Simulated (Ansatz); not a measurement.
Saddle point of Si2H6S2, closed shell (Si₂H₆S₂ ([SiH3][SiH]([SH])[SH]) → Si₂H₄S ([SiH3][SiH][S]) + H₂S (still joined by a long Si–S bond); bonds formed: S2–H4; bonds broken: S3–H4; bonds weakened to dative contacts: Si1–S2), PBE0-D4/def2-TZVP structure:

Si1  (-0.516, -0.338, -0.762)
S2  (1.274, 1.047, -1.481)
S3  (0.306, -2.039, -1.472)
H4  (1.318, -0.337, -1.950)
H5  (-1.579, 0.377, -1.527)
Si6  (-0.695, 0.082, 1.536)
H7  (2.050, 0.718, -0.433)
H8  (-1.149, 1.475, 1.798)
H9  (0.648, -0.113, 2.148)
H10  (-1.658, -0.872, 2.144)
(Å)

Energies are electronic, without zero-point energy. Barriers and step energies count from the start structure reached by relaxing down the imaginary mode; all methods use the PBE0-D4 structures, on which another method's saddle can fall below an end. Program: Ansatz 0.2.0. Basis: def2-TZVPP, with def2-QZVPP for the basis limit. Cores are frozen in the correlated methods. B3LYP uses VWN-RPA correlation. Extrapolation: Hartree–Fock as exp(−7.88 √X), correlation as X^−2.97.

```csv
method,barrier (kcal/mol),step energy (kcal/mol)
SPW92,29.04,29.69
PBE-D4,31.60,29.18
BLYP-D4,33.58,28.46
r2SCAN-D4,34.56,30.63
B97M-V,36.29,30.67
PBE0-D4,35.59,31.68
B3LYP-D4,?,30.67
r2SCAN0-D4,37.18,32.28
BHLYP-D4,41.39,33.28
CAM-B3LYP-D4,39.43,32.66
wB97X-V,?,33.58
wB97M-V,38.50,32.11
B2PLYP,37.55,31.28
PBE-QIDH,37.94,32.98
RPA on PBE,38.47,31.47
HF,?,35.41
MP2,37.11,31.90
CCSD,41.20,33.27
CCSD(T),38.74,32.20
```

**Question.** Fill in the withheld barriers. (To be estimated.)

**Answer.** Computed: B3LYP-D4 36.79; HF 48.84; wB97X-V 40.24 kcal/mol. Each is the energy of the saddle less that of the start structure, by the same method.

For comparison, the barrier by CCSD(T) at an estimated basis limit (MP2 extrapolated from triple and quadruple zeta, plus CCSD(T) − MP2 in triple zeta) is 37.81 kcal/mol.

No T1 diagnostic of these runs exceeds 0.016.

Labels in which every atom is bracketed show which atoms are joined, not bond orders.

For scale, one of the runs: CCSD(T)/def2-TZVPP, 252 basis functions, launched by `ansatz run in.yaml --threads 4 --pin off --events-out ev --progress --plain --max-ram 9574MiB`. Time: 67 s of wall clock on 4 CPU threads of an Arm Neoverse V2; the host was shared. Peak host memory: 4.6 GiB.
